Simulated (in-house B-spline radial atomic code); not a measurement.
Ionisation energies along the 60-electron series, configuration [Kr] 4d10 4f13 5s1, as differences of self-consistent energies. NIST's values go from ground level to ground level; the uncertainty of those that are theory runs from under 0.1 % in few-electron ions to several per cent in heavy many-electron ones. Computed with a radial B-spline atomic code at the basis-set limit: non-relativistic Hartree-Fock, average of the configuration, point nuclei.

This level leaves out relativity, spin-orbit splitting included, which matters for heavy ions.

```tsv
ion	configuration after	ionisation energy (eV)	IE/(q+1)² (eV)	-ε less Coulomb ΔSCF (eV)	tabulated value (eV)	tabulated kind	computed minus tabulated (eV)
Hg20+	[Kr] 4d10 4f13	506.2	1.1477	0.26502	560	tabulated theory	-53.8
Tl21+	[Kr] 4d10 4f13	543.4	1.1228	0.26223	600	tabulated theory	-56.6
Pb22+	[Kr] 4d10 4f13	581.9	1.0999	0.25994	650	tabulated theory	-68.1
Bi23+	[Kr] 4d10 4f13	621.4	1.0789	0.25807	690	tabulated theory	-68.6
```
